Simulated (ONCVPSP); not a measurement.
# gallium: variants of one ONCV potential

Base potential:

ONCVPSP 4.0.1 input, shortened (lines: element, Z, core and valence counts, functional; n l f; lmax; l rc ep ncon nbas qcut; lloc lpopt rc5 dvloc0; l nproj debl; icmod fcfact rcfact), PBE, scalar-relativistic:

```
  Ga 31.00    4    4        4      upf
    1    0    2.00
    2    0    2.00
    2    1    6.00
    3    0    2.00
    3    1    6.00
    3    2   10.00
    4    0    2.00
    4    1    1.00
    2
    0    2.00    0.00    4    7    4.00
    1    1.35    0.00    4    7    7.90
    2    1.00    0.00    4    8   18.60
    2    5    1.00    0.00
    0    2    3.90
    1    2    1.50
    2    0    3.50
    3    3.75    1.50
```

All-electron outer shells of the reference configuration (PBE, scalar-relativistic, ld1.x):

| shell | level (eV) | outermost node (bohr) | outermost maximum (bohr) |
| --- | --- | --- | --- |
| 2p | -1098.84 | – | 0.15 |
| 3s | -148.13 | 0.27 | 0.56 |
| 3p | -98.86 | 0.24 | 0.56 |
| 3d | -19.15 | – | 0.53 |
| 4s | -8.95 | 0.81 | 1.90 |
| 4p | -2.58 | 0.87 | 2.53 |

Cutoffs, loose and tight: the cutoffs (Ha) at which the residual kinetic energy of the hardest occupied pseudo-wave falls to 1 and 0.1 mHa per electron. They do not see the model core or the augmentation charge, which bear on the density cutoff. Test errors are all-electron minus pseudo excitation energies from the reference, over the configurations 3p6 3d10 4s2 4p0; 3p6 3d10 4s1 4p0; 3p6 3d10 4s0 4p0; 3p6 3d10 4s2 4p0.5. A dash means not determined; rows that change the core or the reference have their own tests. The largest error is taken over the tests solved by every variant that gives reliable tests at all: 3p6 3d10 4s1 4p0; 3p6 3d10 4s2 4p0; 3p6 3d10 4s2 4p0.5.

A true bound ghost makes a file unfit for plane-wave use even where its test errors are small: the radial tests pick states by their node count and pass the ghost by.

```tsv
change	outcome	cutoff, loose	cutoff, tight	bound ghosts	GHOST(+) flags above zero	largest test error (meV)
base	generated	119 Ha	135 Ha	s	s	-6.2
core [Ar], valence charge 13; reference 3d10 4s1.5 4p1.5; waves now 4s: rc 1.65 bohr, ncon 4, nbas 7, qcut 3.5 1/bohr, 3 projectors, debl 1.9 Ha; 4p: rc 2.35 bohr, ncon 4, nbas 8, qcut 4.1 1/bohr, 3 projectors, debl 1.8 Ha; 3d: rc 0.95 bohr, ncon 3, nbas 7, qcut 14.5 1/bohr, 2 projectors, debl 1.9 Ha; local potential polynomial inside 0.90 bohr (lpopt 5, dvloc0 0 Ha)	generated	91 Ha	102 Ha	s	s, p	+7.5
s: qcut 5.5; p: qcut 10.8; d: qcut 25.4	failed: ERROR pspot: first pseudo wave function has node, program will stop	–	–	–	–	–
fully relativistic	generated, misses its reference levels by 0.28 eV	119 Ha	135 Ha	s	s	-3.1
d: rc 1.44	failed: test_data: rc < rc(lloc) for l = 1. Not allowed.	–	–	–	–	–
core correction Teter function, fcfact 3.75, rcfact 2.02	generated	119 Ha	135 Ha	s	s	-6.3
d: nproj 1; local potential polynomial inside 0.95 bohr (lpopt 5, dvloc0 0 Ha)	generated	119 Ha	135 Ha	s	none	-11
core correction Teter function, fcfact 3.3, rcfact 1.5	generated	119 Ha	135 Ha	s	s	-6.2
d: qcut 22	generated	139 Ha	161 Ha	s	s	-6.4
p: rc 1.86	generated	119 Ha	135 Ha	s	s, p	-13
```
